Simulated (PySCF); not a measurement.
Fractional electron number in Os⁻ (osmium, charge -1)

The 5d beta orbital of [Xe] 4f14 5d7 6s2 is emptied in steps (occupation f), with all orbitals relaxed, ending at [Xe] 4f14 5d6 6s2. Computed with PySCF 2.14 in aug-cc-pVDZ-PP with ECP60MDF, with scalar relativity through the core potential. The exact energy is a straight line in f; departures are measured from the line between the end points of the same method.

```
  f  PBE0 (eV)  r2SCAN (eV)
  1      0.000        0.000
0.9     -0.179       -0.281
0.7     -0.434       -0.673
0.5     -0.534       -0.818
0.3     -0.461       -0.699
0.1     -0.202       -0.303
  0      0.000        0.000
```

| method | E(f=0) − E(f=1) (eV) | −ε at f=1 (eV) | −ε at f=0.5 (eV) |
| --- | --- | --- | --- |
| PBE0 | 0.985 | -0.958 | 0.904 |
| r2SCAN | 1.113 | -1.963 | 1.038 |

Orbital energy along the path (eV):

```json
{"f": "1", "PBE0": "0.958", "r2SCAN": "1.963"}
{"f": "0.9", "PBE0": "0.641", "r2SCAN": "1.425"}
{"f": "0.7", "PBE0": "-0.081", "r2SCAN": "0.248"}
{"f": "0.5", "PBE0": "-0.904", "r2SCAN": "-1.038"}
{"f": "0.3", "PBE0": "-1.804", "r2SCAN": "-2.396"}
{"f": "0.1", "PBE0": "-2.760", "r2SCAN": "-3.791"}
{"f": "0", "PBE0": "-3.253", "r2SCAN": "-4.494"}
```

At f = 1 the orbital energy is positive for PBE0, r2SCAN: only the finite basis holds the electron.

Reference removal energy between the ground levels: 1.078 eV (measured; photodetachment measurements, as compiled on the Wikipedia data page of electron affinities). The calculation has no spin-orbit coupling. The determinant left behind need not be the lowest term of the ion.
